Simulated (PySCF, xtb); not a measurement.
CH₆O₃Si₂, SMILES C(O[SiH2]O[SiH3])=O.

GFN2-xTB in xtb 6.7.1 at its own geometry gives an orbital gap of 4.60 eV and a dipole moment of 2.57 D.

Coordinates come from a B3LYP-D3(BJ)/def2-SVP optimisation. This is a generated structure with no PubChem entry under its InChIKey; it may be hypothetical. The values are those of a single conformer.

**Question.** What does CAM-B3LYP/def2-TZVP (PySCF) give? (Estimate from the structure and the level; the computed values follow.)

**Answer.** gap 10.88 eV (levels -10.03 and 0.85 eV), dipole 1.92 D.
